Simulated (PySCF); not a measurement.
The numbers are results of PBE-D3(BJ)/def2-SVP // PBE0-D4/def2-SVP (PySCF), not measurements. Gas-phase values, no solvent. One relaxed conformer stands for a flexible species; it need not be the lowest. Excitations are Tamm–Dancoff values on a coarser integration grid. The basis has no diffuse functions, so Rydberg states are missing or too high.

Reference species (SMILES): `c1c2ccccc2c2c(cccc2)c1S` (H–S–C–C torsion 128°) (neutral, multiplicity 1).

The HOMO is -5.26 eV, the LUMO is -2.13 eV and the T1 excitation (TDA) is 2.82 eV. The brightest of the four lowest singlets (TDA) comes out as 3.64 eV.

Changed species: `Sc1cccc2c1ccc1ccccc12` (H–S–C–C torsion 127°).

Question: What does the change do to the HOMO, LUMO, T1 excitation (TDA) and brightest of the four lowest singlets (TDA)?

Answer: the HOMO decreases by 0.02 eV, to -5.28 eV; the LUMO falls by 0.03 eV, to -2.16 eV; the T1 excitation (TDA) is nearly the same; the brightest of the four lowest singlets (TDA) drops by 0.03 eV, to 3.61 eV.
